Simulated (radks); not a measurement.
Effect of the nuclear size on the neon ion Ne+, [He] 2s2 2p5. Calculated with a radial shooting solver on a logarithmic mesh with Libxc functionals: Dirac Kohn-Sham, PBE, spin-unpolarised, spherical densities, finite nucleus; open shells fill j = l - 1/2 first; Fermi nuclear charge, rms radius 3.0055 fm. The rms radius is varied about that value; shifts are against it.

| rms radius (fm) | total energy shift (eV) | density at nucleus (e/bohr^3) | 1s1/2 shift (meV) |
|---|---|---|---|
| 2.4555 | -0.000398 | 651 | -0.162 |
| 2.756 | -0.000190 | 650.5 | -0.078 |
| 3.0055 | 0 | 650.1 | 0.000 |
| 3.3 | 0.000245 | 649.7 | 0.100 |
| 3.6306 | 0.000548 | 649.2 | 0.223 |

Slopes of the eigenvalues against <r^2> in GHz/fm^2, as finite differences over the two radii next to the reference (eigenvalue slopes, not the field-shift constants of lines): 1s1/2 13.0.
